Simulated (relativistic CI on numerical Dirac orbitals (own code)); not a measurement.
**Line list: Electric-dipole lines, Xe4+**

Calculated at this level of theory: Dirac-Coulomb-Breit CI, separate exchange-only KLI orbitals for each configuration, QED by a radiative potential, valence Slater integrals scaled by 0.85, P86 correlation energy added to each configuration (own radial code, finite nucleus).

CI space (outside the closed core [Kr] 4d10): 5s2 5p2, 5s 5p3, 5s2 5p 5d, 5p4, 5s 5p2 5d, 5s2 5p 5f, 5s2 5p 4f, 5s2 5p 6s, 5s2 5p 5g, 5s2 5p 6p, 5s 5p2 5f, 5s2 4f 5d, 5s 5p2 5g, 5s2 5d2, 5s 5d3, 5s2 4f2, 5s 4f2 5d, 5p2 5d2, 5p 5d3, 5p 5d2 5f, 5p 4f 5d2, 5p 5d2 6s. Double excitations out of closed p, d and f shells are left out; levels of such configurations are missing from the list, as are those of other unlisted configurations, and high levels can miss mixing partners. These lack a partner that the ground configuration has and come out too high: 5s 5p2 5f, 5s 5p2 5g, 5s2 5p 5g, 5s2 5p 6p.

| λ vac (Å) | Lower | Upper | A (s⁻¹) | E lower (cm⁻¹) | E upper (cm⁻¹) |
| --- | --- | --- | --- | --- | --- |
| 536.86 | 5s2 5p2 3P_1 [2] | 5s2 5p 5d 3P°_1 [24] | 1.35e+10 | 9106 | 195375 |
| 537.57 | 5s2 5p2 3P_0 [1] | 5s2 5p 5d 3D°_1 [20] | 1.54e+10 | 0 | 186021 |
| 537.82 | 5s2 5p2 3P_1 [2] | 5s2 5p 5d 3D°_2 [22] | 1.11e+10 | 9106 | 195040 |
| 549.83 | 5s 5p3 3D°_2 [8] | 5s2 5p 5f 3F_3 [97] | 7.63e+09 | 119488 | 301362 |
| 552.01 | 5s2 5p2 3P_2 [3] | 5s2 5p 5d 3D°_2 [22] | 1.82e+10 | 13884 | 195040 |
| 556.36 | 5s2 5p2 3P_0 [1] | 5s 5p3 3S°_1 [18] | 1.09e+10 | 0 | 179739 |
| 566.98 | 5s 5p3 5S°_2 [6] | 5s 5p2 5d 5P_1 [71] | 2.78e+10 | 91584 | 267959 |
| 571.25 | 5s 5p3 5S°_2 [6] | 5s 5p2 5d 5P_2 [70] | 2.61e+10 | 91584 | 266639 |
| 572.68 | 5s 5p3 3D°_3 [9] | 5s 5p2 5d 3F_4 [92] | 2.03e+10 | 123459 | 298077 |
| 575.92 | 5s2 5p 5d 3F°_4 [17] | 5s2 5d2 3F_4 [132] | 8.60e+09 | 177690 | 351326 |
| 578.37 | 5s 5p3 5S°_2 [6] | 5s 5p2 5d 5P_3 [69] | 2.08e+10 | 91584 | 264484 |
| 585.10 | 5s2 5p2 1D_2 [4] | 5s2 5p 5d 3P°_2 [27] | 2.36e+10 | 27872 | 198783 |
| 586.16 | 5s 5p3 3D°_2 [8] | 5s 5p2 5d 3F_2 [85] | 9.75e+09 | 119488 | 290091 |
| 587.11 | 5s 5p3 3D°_3 [9] | 5s 5p2 5d 3D_3 [88] | 1.46e+10 | 123459 | 293786 |
| 587.59 | 5s 5p3 3D°_2 [8] | 5s 5p2 5d 3F_3 [84] | 7.80e+09 | 119488 | 289675 |
| 589.15 | 5s2 5p2 1S_0 [5] | 5s2 5p 5d 1P°_1 [36] | 1.67e+10 | 42991 | 212726 |
| 606.27 | 5s2 5p 4f 3G_3 [25] | 5s2 4f 5d 1G°_4 [147] | 9.44e+09 | 196215 | 361157 |
| 612.11 | 5s2 5p 4f 3G_4 [28] | 5s2 4f 5d 3H°_5 [149] | 8.40e+09 | 199695 | 363064 |
| 612.41 | 5s2 5p 4f 1G_4 [42] | 5s2 4f 5d 1H°_5 [170] | 1.20e+10 | 223535 | 386824 |
| 615.03 | 5s2 5p 5d 3D°_1 [20] | 5s2 5d2 3F_2 [130] | 1.78e+10 | 186021 | 348615 |
| 618.22 | 5s 5p3 3P°_2 [12] | 5s 5p2 5d 3D_3 [95] | 8.72e+09 | 138882 | 300637 |
| 620.51 | 5s 5p3 3P°_2 [12] | 5s 5p2 5d 3P_2 [94] | 1.25e+10 | 138882 | 300039 |
| 623.70 | 5s 5p3 3D°_1 [7] | 5s 5p2 5d 3D_1 [76] | 1.18e+10 | 118973 | 279306 |
| 630.64 | 5s 5p3 3S°_1 [15] | 5s 5p2 5d 1P_1 [119] | 2.13e+10 | 168556 | 327124 |
| 635.06 | 5s 5p3 3S°_1 [15] | 5s 5p2 5d 1D_2 [117] | 1.18e+10 | 168556 | 326021 |
| 635.61 | 5s 5p3 3P°_1 [11] | 5s 5p2 5d 3D_2 [89] | 1.16e+10 | 137935 | 295265 |
| 639.97 | 5s2 5p 5d 3D°_3 [23] | 5s2 5d2 3F_4 [132] | 3.06e+10 | 195067 | 351326 |
| 642.51 | 5s2 5p 5d 3D°_2 [22] | 5s2 5d2 3F_3 [131] | 1.53e+10 | 195040 | 350679 |
| 646.53 | 5s2 5p2 3P_2 [3] | 5s 5p3 3S°_1 [15] | 1.11e+10 | 13884 | 168556 |
| 649.29 | 5s 5p3 3S°_1 [18] | 5s 5p2 5d 3P_2 [122] | 1.79e+10 | 179739 | 333753 |
| 650.11 | 5s 5p3 3D°_2 [8] | 5s 5p2 5d 3P_2 [74] | 7.77e+09 | 119488 | 273308 |
| 653.59 | 5s2 5p 5d 1F°_3 [32] | 5s2 5d2 1G_4 [146] | 3.48e+10 | 207200 | 360201 |
| 655.77 | 5s2 5p 4f 3G_5 [35] | 5s2 4f 5d 3H°_6 [152] | 1.59e+10 | 211671 | 364164 |
| 667.34 | 5s 5p3 3D°_3 [9] | 5s 5p2 5d 3P_2 [74] | 6.97e+09 | 123459 | 273308 |
| 669.65 | 5s2 5p 5d 3D°_2 [22] | 5s 5p2 5d 1F_3 [129] | 1.20e+10 | 195040 | 344371 |
| 686.87 | 5s2 5p 5d 3P°_2 [27] | 5s 5p2 5d 1F_3 [129] | 1.10e+10 | 198783 | 344371 |
| 694.05 | 5s2 5p 5d 3F°_4 [17] | 5s 5p2 5d 3F_4 [115] | 1.45e+10 | 177690 | 321772 |
| 696.43 | 5s2 5p 5d 3P°_2 [19] | 5s 5p2 5d 3D_3 [118] | 8.26e+09 | 182936 | 326525 |
| 709.46 | 5s2 5p 5d 3F°_4 [17] | 5s2 5p 5f 3G_5 [113] | 8.09e+09 | 177690 | 318642 |
| 709.46 | 5s2 5p 5d 3F°_4 [17] | 5s 5p2 5d 3D_3 [112] | 7.85e+09 | 177690 | 318642 |
| 729.02 | 5s2 5p 5d 1F°_3 [32] | 5s 5p2 5d 1F_3 [129] | 1.14e+10 | 207200 | 344371 |
| 789.23 | 5s2 5p 5d 3D°_3 [23] | 5s 5p2 5d 3F_4 [115] | 6.09e+09 | 195067 | 321772 |
| 789.61 | 5s2 5p 5d 3P°_2 [19] | 5s 5p2 5d 3D_3 [103] | 6.95e+09 | 182936 | 309581 |
| 844.36 | 5s2 5p 5d 3F°_3 [16] | 5s 5p2 5d 3G_4 [83] | 3.49e+09 | 168833 | 287265 |
| 888.79 | 5s2 5p 5d 3F°_4 [17] | 5s 5p2 5d 3G_5 [86] | 3.29e+09 | 177690 | 290202 |

Terms are leading LS components. Brackets give the number of a level in order of energy, since labels repeat. The list gives strong lines, with weight on those to low levels, without lines whose two gauges differ by over a factor of 2.5, among the lowest 200 of 1807 levels, so that lines to higher ones, which can be the strongest, are missing, and without 13 lines that miss the measured interval by over 7 %, start from a term whose rates miss tabulated ones by over 60 %, have gauges far apart or, lacking measured levels, span too small a gap for the errors found; lines with a level outside our table were not tested and can miss by more. Levels whose partners in the same complex of configurations lie outside the list can be far off, and so can their lines. Rates are taken at the computed energies, electric ones in the length gauge.

At this charge configurations can still be misplaced by up to about 7 % of their energy. Levels and lines within the n = 5 or 6 shells can be off by up to 10 % or somewhat more, and those that change n by about 2 %, since core polarisation is missing. 37 of the 52 excited levels that our extract of the measured tables holds in this range could be paired (the sources list more); they are missed by 7532 cm⁻¹ on average and 13062 at most, and levels without a partner can miss by more.

LS names give the leading component of a level, which can be under half, so a name can repeat, a term be missing and a line seem to break the LS rules.
